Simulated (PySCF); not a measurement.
From one molecule to another.

First species: C6H11FOSi.
Numbering: `[F:1]/[CH:2]=[CH:3]\[O:4][SiH2:5][CH2:6][CH:7]1[CH2:8][CH2:9]1` (hydrogens: H10 on C2; H11 on C3; H12, H13 on Si5; H14, H15 on C6; H16 on C7; H17, H18 on C8; H19, H20 on C9)

Cartesian coordinates in Å at the GFN2-xTB level; atoms count from 1:
```xyz
20
C6H11FOSi angstrom
F      3.5852    1.2947    0.5894
C      4.0366    0.1106    0.1232
C      3.2626   -0.7538   -0.5171
O      1.9720   -0.6428   -0.8119
Si     0.7730    0.4732   -0.7320
C     -0.5406   -0.2795    0.4185
C     -1.8631    0.4350    0.3018
C     -2.7919    0.0930   -0.8212
C     -3.1439   -0.2898    0.5860
H      5.0806   -0.0480    0.3317
H      3.7037   -1.6859   -0.8512
H      0.3274    0.5109   -2.1250
H      1.1822    1.7952   -0.2713
H     -0.2071   -0.2439    1.4597
H     -0.6843   -1.3344    0.1746
H     -1.8187    1.4777    0.5926
H     -3.3526    0.8839   -1.2956
H     -2.4936   -0.6922   -1.4991
H     -3.9453    0.2405    1.0783
H     -3.0872   -1.3337    0.8559
```

Second species: C4H15NOSi3.
SMILES: `CC[C@@H]1C[SiH2]N[Si@H]1O[SiH3]`

Levels: PBE0/pcSseg-1 for HOMO energy, LUMO energy and HOMO–LUMO gap. Geometries: GFN2-xTB. Each structure is a single optimised conformer of the isolated species, non-relativistic unless stated. Electronic properties by PySCF.

The conformers computed, where there is a choice (atom-mapped SMILES and torsion angles):
- `[F:1]/[CH:2]=[CH:3]\[O:4][SiH2:5][CH2:6][CH:7]1[CH2:8][CH2:9]1`: C2–C3–O4–Si5 7°, C3–O4–Si5–C6 -119°, O4–Si5–C6–C7 -164°, Si5–C6–C7–C8 82°

The conformers of `CC[C@@H]1C[SiH2]N[Si@H]1O[SiH3]` aren't listed.

Values for the first species:

- HOMO energy: -6.64 eV
- LUMO energy: 0.75 eV
- HOMO–LUMO gap: 7.39 eV

Q: Estimate the same properties for the second species, and the change in each.

A: 
| property | first | second | second less first |
| --- | --- | --- | --- |
| HOMO energy | -6.64 eV | -7.22 eV | -0.58 eV |
| LUMO energy | 0.75 eV | 0.34 eV | -0.41 eV |
| HOMO–LUMO gap | 7.39 eV | 7.56 eV | +0.17 eV |

On the first:  GFN2-xTB frequencies show an imaginary mode (48i cm⁻¹), so this geometry is no minimum at that level.

